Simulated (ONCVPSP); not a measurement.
**Transferability test, ONCV potential for Mg**

ONCVPSP 4.0.1 input, shortened (lines: element, Z, core and valence counts, functional; n l f; lmax; l rc ep ncon nbas qcut; lloc lpopt rc5 dvloc0; l nproj debl; icmod fcfact rcfact), PBEsol, scalar-relativistic:

```
  Mg 12.00    3    2  -116133      upf
    1    0    2.00
    2    0    2.00
    2    1    6.00
    3    0    1.50
    3    1    0.50
    1
    0    2.15    0.00    5    8    2.80
    1    2.80    0.00    4    9    2.70
    4    4    1.95    0.00
    0    1    2.90
    1    3    3.30
    3    3.25    1.75
```

Energies are relative to the spin-unpolarised reference configuration 3s1.5 3p0.5; without spin polarisation the order of configurations can differ from experiment.

Problem. Give the all-electron excitation energy and the error of the potential for: 3s2 3p0; 3s1 3p0; 3s1.5 3p0; 3s0 3p1.

Solution.

```tsv
valence configuration	charge	ΔE all-electron (eV)	error AE − PS (meV)
3s2 3p0	0	-1.713	-3.5
3s1 3p0	+1	6.208	-21
3s1.5 3p0	+0.5	1.416	0.0
3s0 3p1	+1	10.517	-75
```
